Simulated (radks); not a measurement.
Values are calculated unless marked as measured or tabulated.
Problem. Numerical settings for neutral iodine, [Kr] 4d10 5s2 5p5. Level of theory: scalar-relativistic Kohn-Sham, r2SCAN, spin-polarised, spherical densities, finite nucleus; open shells are filled with parallel spins first (spin-orbit coupling, left out, can overturn this in heavy ions); meta-GGA in the generalised Kohn-Sham scheme; Fermi nuclear charge, rms radius 4.75 fm (a radial shooting solver on a logarithmic mesh with Libxc functionals). The defaults (mesh step 0.008 in ln r, mesh end at 40 bohr or more with all orbitals vanishing there, Anderson mixing 0.5 over 9 steps, residual threshold near 1e-9 with the energy settled to 1e-9 hartree or 1e-11 of itself, here a cap of 90 iterations) give E = -7117.120 hartree and 5p at -6.931 eV in 11 iterations. Run on one thread of a shared host, so times are rough (Intel(R) Xeon(R) Platinum 8488C): 0.25 s of CPU time, 0.25 s wall, 11 iterations on 2437 mesh points. One setting is changed at a time: mesh step in ln r 0.003; mesh step in ln r 0.08; mesh step in ln r 0.03; mesh end (bohr) 8; mesh end (bohr) 400; residual threshold 0.01; residual threshold 0.001; mixing 2.5; linear mixing, mixing 0.05; linear mixing, mixing 0.5; mixing history 2; iteration cap 3. Which runs fail to converge, and which converge to a wrong energy?

Solution. Not converged within the cap: mesh step in ln r 0.08; linear mixing, mixing 0.05; iteration cap 3. Settings that end as converged yet miss the energy by more than 1 mhartree: mesh end (bohr) 8 (+0.00113 hartree).
